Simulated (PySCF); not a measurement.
**Excitation energy of In by level of theory**

In [Kr] 4d10 5s2 5p1 (2P) → In [Kr] 4d10 5s2 5d1 (2D), as a difference of total energies. Computed with PySCF 2.14 in aug-cc-pVQZ-DK3 (9s8p6d3f2g, 102 functions), with scalar relativity by spin-free X2C-1e. Correlated levels: valence: [Kr] 4d10 frozen. The calculations carry no spin-orbit coupling.

| method | excitation energy (eV) |
| --- | --- |
| UHF | 3.912 |
| MP2 (valence) | 3.964 |
| SCS-MP2 (valence) | 3.972 |
| CCSD (valence) | 3.905 |
| CCSD(T) (valence) | 3.883 |

**Question.** How much does correlation contribute at CCSD(T) (valence)?

**Answer.** 3.883 − (3.912) = -0.029 eV, measured against UHF.

Errors of the correlated levels include the incompleteness of this basis and the frozen core.

The coupled-cluster amplitudes are large for the upper state (T1 above 0.03 or a double amplitude above 0.15), so a single reference is strained.

For comparison: 3.897 eV (measured; NIST levels, between the centres of gravity of the two terms).
